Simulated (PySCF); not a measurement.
**ClRuN: from structure and modes to constants**

Method: PySCF, PBE0, basis Ru def2-TZVP with ECP28, N def2-TZVP, Cl def2-TZVP (scalar-relativistic core potentials, no spin–orbit coupling, density fitting).

The singlet minimum has Cs symmetry. Masses (u): Ru 101.90435, N 14.00307, Cl 34.96885.

```xyz
3
charge 0 multiplicity 1, angstrom
Ru    0.1810   -0.0009   -0.3880
N    -0.5335    0.0025   -1.7558
Cl   -0.3142    0.0015    1.8341
```

Harmonic wavenumbers (cm⁻¹): 121.4 (a', ×1), 380.4 (a', ×1), 1272.3 (a', ×1).

(1) Find the principal moments of inertia and the rotational constants. What kind of rotor is it?

(2) Find the vibrational entropy and heat capacity at 298.15 K.

(3) Give the standard entropy (298.15 K, 1 bar) by its translational, rotational, vibrational and spin parts, and Cp.

Answers

(1) About the centre of mass I = 9.5654, 177.35, 186.92 u Å². With B = 16.8576/I this gives 1.762, 0.09505, 0.09019 cm⁻¹. The molecule is an asymmetric top with κ = -0.99.

(2) With u = 1.43878 ω/T, each mode gives S = R[u/(eᵘ−1) − ln(1−e⁻ᵘ)] and C = R u² eᵘ/(eᵘ−1)².
```json
{"ω (cm⁻¹)": "121.4", "u": "0.586", "S (J/(mol K))": "12.88", "C (J/(mol K))": "8.08"}
{"ω (cm⁻¹)": "380.4", "u": "1.836", "S (J/(mol K))": "4.34", "C (J/(mol K))": "6.33"}
{"ω (cm⁻¹)": "1272.3", "u": "6.140", "S (J/(mol K))": "0.13", "C (J/(mol K))": "0.68"}
```
The sums over all modes are S = 17.3 and C = 15.1 J/(mol K); the softest mode gives 74 % of the entropy.

(3) Sackur–Tetrode with M = 150.88 u gives 171.4; rotation with symmetry number 1 gives 101.2; vibration 17.3; spin R ln 1 = 0.0. The total is 289.9 J/(mol K), and Cp = 4 R + 15.1 = 48.3 J/(mol K).

Other isomers or separated fragments may lie lower.
